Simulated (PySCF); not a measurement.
**Polarisability and C₆ of Cu⁺ (copper, charge +1)**

[Ar] 3d10, closed-shell 1S. All numbers are calculated (PySCF 2.14, scalar relativity through the core potential, in aug-cc-pwCVTZ-PP with ECP10MDF). Coupled (time-dependent) response in atomic units; α is the mean over directions.

```tsv
method	mean α (bohr³)	C₆ (like pair)	S(−4)
UHF	4.805	14.62	17.68
PBE	7.087	21.45	57.41
PBE0	6.241	19.01	38.86
BLYP	7.154	21.58	59.74
```

S(−4) is the Cauchy moment in α(ω) = α(0) + S(−4) ω² + …

α(iu) at PBE0:

```csv
u (hartree),α(iu) (bohr³)
0,6.241
0.0500,6.147
0.100,5.887
0.200,5.119
0.300,4.357
0.500,3.304
0.750,2.583
1.00,2.140
1.50,1.568
2.00,1.195
3.00,0.7538
5.00,0.3813
```

A single London oscillator, α(iu) = α/(1 + u²/ω²), gives C₆ = (3/4) ω α². Matching the computed C₆ needs ω = 4 × 19.01 / (3 × 6.241²) = 0.651 hartree.

For an ion, C₆ is the dispersion term alone; charge-induced terms of lower order in 1/R come first.

Energies and moments cover only the electrons outside the core potential.
